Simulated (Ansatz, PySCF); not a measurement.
PySCF was given this input:
```python
from pyscf import gto, scf, cc

mol = gto.Mole()
mol.atom = '''
    C     2.068882    0.272716   -0.163967
    N     0.725818    0.263989   -0.048697
    C    -0.073198    1.470935   -0.085376
    C    -1.494127    0.965007   -0.345894
    C    -1.482258   -0.433818    0.264817
    C    -0.030919   -0.865917    0.159955
    O     0.421140   -1.991475    0.252357
    H     2.581012   -0.664481   -0.098890
    H     2.577350    1.199742   -0.326142
    H     0.289393    2.147344   -0.862308
    H    -0.006002    1.985316    0.881255
    H    -2.247059    1.615717    0.094081
    H    -1.675711    0.902271   -1.419472
    H    -1.763999   -0.415370    1.320657
    H    -2.135115   -1.140202   -0.244373
'''
mol.basis = 'sto-3g'
mol.charge = 0
mol.spin = 1
mol.verbose = 3
mol.build()

mf = scf.UHF(mol)
mf.kernel()

mycc = cc.CCSD(mf, frozen=7)
mycc.kernel()
et = mycc.ccsd_t()
print('E(CCSD(T)) = %.10f' % (mycc.e_tot + et))
```

Task: Convert this to an input for Ansatz (a program for electronic structure).

Result: This is not unique; one that fits is 
Ansatz 0.2 input:
```yaml
crystal:
  periodic: [false, false, false]
  atoms:
    - {symbol: C, position_ang: [2.06888233, 0.27271601, -0.16396691]}
    - {symbol: N, position_ang: [0.72581799, 0.26398930, -0.04869718]}
    - {symbol: C, position_ang: [-0.07319759, 1.47093508, -0.08537597]}
    - {symbol: C, position_ang: [-1.49412677, 0.96500721, -0.34589374]}
    - {symbol: C, position_ang: [-1.48225820, -0.43381841, 0.26481694]}
    - {symbol: C, position_ang: [-0.03091949, -0.86591666, 0.15995499]}
    - {symbol: O, position_ang: [0.42114034, -1.99147519, 0.25235738]}
    - {symbol: H, position_ang: [2.58101234, -0.66448092, -0.09888963]}
    - {symbol: H, position_ang: [2.57735037, 1.19974183, -0.32614208]}
    - {symbol: H, position_ang: [0.28939264, 2.14734358, -0.86230780]}
    - {symbol: H, position_ang: [-0.00600170, 1.98531643, 0.88125484]}
    - {symbol: H, position_ang: [-2.24705897, 1.61571689, 0.09408095]}
    - {symbol: H, position_ang: [-1.67571076, 0.90227057, -1.41947156]}
    - {symbol: H, position_ang: [-1.76399898, -0.41536987, 1.32065721]}
    - {symbol: H, position_ang: [-2.13511543, -1.14020171, -0.24437276]}
basis:
  gaussian:
    orbitals: STO-3G
magnetization: {spin_polarized: true, initial_magnetization: 1}
correlation: {method: ccsd_t, electrons: outside_noble_gas}
accuracy: high
```

Both were run: PySCF gave -319.668956 Eh and Ansatz -319.668956 Eh, 0.000 mEh apart.
